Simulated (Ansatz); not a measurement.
## Relaxing a trial structure of C4H5F3O2

The starting geometry of this gas-phase singlet was optimised with GFN2-xTB; its bonds are those of `O[C@@H]1CO[C@@H]1C(F)(F)F`.

```xyz
14

C     0.6973    0.1613    1.6934
C    -0.5349   -0.3578    2.4652
C    -0.3433    0.9492    0.8755
C    -0.5863    0.4039   -0.5353
F    -0.8679   -0.8978   -0.5563
F     0.4719    0.6051   -1.3298
F    -1.6193    1.0317   -1.1169
O     1.4425   -0.7392    0.9469
O    -1.3765    0.5731    1.7707
H     1.9859   -1.2845    1.5267
H     1.3330    0.8227    2.2956
H    -0.7974   -1.3905    2.2209
H    -0.5525   -0.1944    3.5431
H    -0.2142    2.0332    0.7942
```

**Question.** Where would you expect an optimisation with B3LYP-D3(BJ)/def2-SVP to take it?

**Answer.** It keeps its bonds, and is `O[C@@H]1CO[C@@H]1C(F)(F)F`.

The energy falls by 0.12 eV over 27 steps:

```json
{"step": "1", "E − E(last) (eV)": "0.122"}
{"step": "4", "E − E(last) (eV)": "0.080"}
{"step": "7", "E − E(last) (eV)": "0.075"}
{"step": "10", "E − E(last) (eV)": "0.075"}
{"step": "13", "E − E(last) (eV)": "0.072"}
{"step": "15", "E − E(last) (eV)": "0.058"}
{"step": "18", "E − E(last) (eV)": "0.020"}
{"step": "21", "E − E(last) (eV)": "0.006"}
{"step": "24", "E − E(last) (eV)": "0.000"}
{"step": "27", "E − E(last) (eV)": "0.000"}
```

Final geometry (Å):

```xyz
14

C     0.6532    0.0663    1.7901
C    -0.6273   -0.3500    2.5273
C    -0.3254    0.8895    0.9036
C    -0.5257    0.3669   -0.5105
F    -0.9339   -0.9029   -0.5407
F     0.6476    0.4500   -1.1811
F    -1.4244    1.1021   -1.1800
O     1.3555   -0.9990    1.2331
O    -1.4179    0.5871    1.7627
H     2.0420   -0.6538    0.6465
H     1.3013    0.7325    2.3881
H    -0.9028   -1.3976    2.3214
H    -0.6769   -0.1482    3.6090
H    -0.1272    1.9728    0.8244
```

The end wasn't checked by frequencies. Run with Ansatz 0.2.0, 9 min on 2 threads of AMD EPYC (Zen 3), with other jobs on the host.
